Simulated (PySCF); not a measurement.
# Radiative rates from a computed spectrum

Species: AlCl2(SiH3).
Bonds: Al1–Cl2, Al1–Cl3, Al1–Si4. Hydrogens: H5, H6, H7 on Si4.

Level of theory: TDDFT wB97X-D/def2-SVPD, vertical, gas phase, core orbitals frozen in the response (PySCF 2.14.0, density-fitted response routines). Geometry: PBE0-D3(BJ)/def2-SVP; no solvent, vibrations or thermal averaging.

Relations used (vacuum, state to state): A = 0.6670 f ν̃² s⁻¹ (ν̃ in cm⁻¹); τ = 1/A; f = (2/3) ΔE |μ|² in atomic units; ∫σ dE = 109.76 f Mb·eV.

These lifetimes count emission to the ground state at the vertical energy alone; relaxation of the geometry and all other decay channels are left out.

Energies and rates of the computed singlets with f of 0.002 or more:

```json
{"state": "S1", "ν̃ (cm⁻¹)": "44210", "A (s⁻¹)": "3.53×10⁷"}
{"state": "S3", "ν̃ (cm⁻¹)": "54720", "A (s⁻¹)": "7.01×10⁸"}
{"state": "S4", "ν̃ (cm⁻¹)": "55660", "A (s⁻¹)": "1.11×10⁷"}
{"state": "S5", "ν̃ (cm⁻¹)": "57430", "A (s⁻¹)": "1.37×10⁸"}
{"state": "S6", "ν̃ (cm⁻¹)": "58340", "A (s⁻¹)": "1.49×10⁷"}
{"state": "S7", "ν̃ (cm⁻¹)": "59620", "A (s⁻¹)": "3.52×10⁸"}
{"state": "S8", "ν̃ (cm⁻¹)": "60610", "A (s⁻¹)": "3.79×10⁷"}
{"state": "S9", "ν̃ (cm⁻¹)": "61060", "A (s⁻¹)": "2.89×10⁸"}
{"state": "S11", "ν̃ (cm⁻¹)": "63030", "A (s⁻¹)": "5.41×10⁷"}
{"state": "S12", "ν̃ (cm⁻¹)": "65120", "A (s⁻¹)": "9.28×10⁶"}
{"state": "S13", "ν̃ (cm⁻¹)": "65330", "A (s⁻¹)": "1.69×10⁸"}
{"state": "S14", "ν̃ (cm⁻¹)": "65410", "A (s⁻¹)": "1.25×10⁸"}
{"state": "S15", "ν̃ (cm⁻¹)": "66080", "A (s⁻¹)": "1.36×10⁸"}
```

Problem. Which f and |μ| stand behind these rates?

Solution. f = A / (0.6670 ν̃²), and |μ| follows from f:

```
state       f  |μ| (D)       τ     main configurations (H = HOMO, L = LUMO)
   S1   0.027     1.14   28 ns                                    H→L (98%)
   S3   0.351     3.69  1.4 ns                                  H→L+1 (89%)
   S4  0.0054     0.45   90 ns                     H-2→L (77%), H→L+2 (18%)
   S5   0.062     1.52  7.3 ns      H→L+2 (59%), H-1→L+1 (19%), H-2→L (12%)
   S6  0.0066     0.49   67 ns                                  H-4→L (93%)
   S7   0.149     2.30  2.8 ns                                  H-3→L (86%)
   S8   0.015     0.74   26 ns                   H-5→L (63%), H-1→L+1 (27%)
   S9   0.116     2.01  3.5 ns      H-1→L+1 (42%), H-5→L (28%), H→L+2 (15%)
  S11   0.020     0.83   18 ns                     H-6→L (74%), H→L+3 (16%)
  S12  0.0033     0.33  110 ns                                  H-7→L (94%)
  S13   0.059     1.39  5.9 ns                 H-3→L+1 (63%), H-4→L+1 (12%)
  S14   0.044     1.20    8 ns  H-4→L+1 (47%), H-3→L+1 (15%), H-1→L+2 (11%)
  S15   0.047     1.23  7.3 ns      H→L+3 (49%), H-6→L (16%), H-1→L+2 (13%)
```

Problem. What is the integrated cross-section of all computed states together?

Solution. Σf = 0.908 over S1 to S15, so 109.76 × Σf ≈ 99.6 Mb·eV.

Problem. Suppose S1 emitted 0.3 eV lower with the same transition dipole. How would A change?

Solution. At fixed |μ|, A goes as the cube of the energy: (5.18/5.48)³ = 0.84, which makes τ about 34 ns.

Problem. By what factor does the largest A in the list exceed the smallest?

Solution. S3 has 76 times the rate of S12.

All these states lie below the vertical ionisation energy of 10.49 eV (ΔSCF).
